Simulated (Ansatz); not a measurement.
```yaml
atoms:
  - { symbol: Ag, position_ang: [0.0000, 0.0000, -0.0365] }
  - { symbol: H, position_ang: [0.0000, 0.0000, 1.7149] }
```

Basis set: def2-TZVP (spherical functions, with the set's core potentials past Kr). All electrons outside the core potentials are correlated. Charge 0, multiplicity 1.

Computed with Ansatz (development build ahead of 0.2.0); each method stands on the lowest determinant of its kind that the runs found. Restricted open shells among the atoms or ions are ROHF, correlated in semicanonical orbitals with singles.

The atomization energy at this shape (free ground-state atoms in the same class of orbitals less the molecule, no zero-point energy) of singlet AgH:

| method | atomization energy |
| --- | --- |
| RHF-MP2 | 45.61 kcal/mol |

**Question.** What does RHF give?

**Answer.** 26.90 kcal/mol.
